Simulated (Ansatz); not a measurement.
The lowest singlet and triplet of CH4Si (SMILES C[SiH]); geometries from B3LYP-D3(BJ)/def2-TZVP, each state relaxed from the structure named, with no frequency check.
Singlet (charge 0, multiplicity 1):
```json
[
 {"atom": "C", "x (Å)": "-1.0683", "y (Å)": "-0.4143", "z (Å)": "0.0279"},
 {"atom": "Si", "x (Å)": "0.6602", "y (Å)": "0.3758", "z (Å)": "-0.0297"},
 {"atom": "H", "x (Å)": "-1.1650", "y (Å)": "-1.1552", "z (Å)": "-0.7750"},
 {"atom": "H", "x (Å)": "-1.8806", "y (Å)": "0.3073", "z (Å)": "-0.0585"},
 {"atom": "H", "x (Å)": "-1.1895", "y (Å)": "-0.9746", "z (Å)": "0.9630"},
 {"atom": "H", "x (Å)": "1.4013", "y (Å)": "-0.9525", "z (Å)": "0.1188"}
]
```
Triplet (charge 0, multiplicity 3):
| atom | x (Å) | y (Å) | z (Å) |
|---|---|---|---|
| C | -1.1157 | -0.3440 | 0.0206 |
| Si | 0.6669 | 0.2966 | -0.0218 |
| H | -1.2915 | -1.0372 | -0.8045 |
| H | -1.8146 | 0.4872 | -0.0761 |
| H | -1.3160 | -0.8520 | 0.9661 |
| H | 1.7792 | -0.6869 | 0.0965 |

A positive gap puts the triplet lower; no zero-point energy. R- takes a restricted singlet. The triplet is unrestricted in single-reference levels. Active spaces average the two states.

Frozen-core correlation.

Programs: Ansatz (a program for electronic structure). Values without a source in brackets are computed.

R-PBE/def2-TZVPP gives -18.99 kcal/mol for the gap E(singlet) − E(triplet), adiabatic.

Problem. Predict the shift from PBE, with its sign, for: R-r2SCAN/def2-TZVPP, R-PBE0/def2-TZVPP, R-wB97M-V/def2-TZVPP, R-B2PLYP/def2-TZVPP, R-MP2/cc-pV(Q+d)Z, R-CCSD(T)/cc-pV(Q+d)Z, SC-NEVPT2 on SA-CASSCF(2,2)/cc-pV(Q+d)Z, FIC-MRCISD+Q on SA-CASSCF(2,2)/cc-pV(T+d)Z.

Solution. R-r2SCAN/def2-TZVPP 5.08; R-PBE0/def2-TZVPP 1.26; R-wB97M-V/def2-TZVPP -8.31; R-B2PLYP/def2-TZVPP -3.54; R-MP2/cc-pV(Q+d)Z -1.30; R-CCSD(T)/cc-pV(Q+d)Z -4.12; SC-NEVPT2 on SA-CASSCF(2,2)/cc-pV(Q+d)Z -5.57; FIC-MRCISD+Q on SA-CASSCF(2,2)/cc-pV(T+d)Z -3.75 kcal/mol. 2 of 8 lie above PBE; the widest gap is to R-wB97M-V/def2-TZVPP.

Doubts at one or more of the structures used: a restricted determinant that unrestricted orbitals would lower (R-r2SCAN/def2-TZVPP, R-B2PLYP/def2-TZVPP, R-MP2/cc-pV(Q+d)Z, R-CCSD(T)/cc-pV(Q+d)Z).
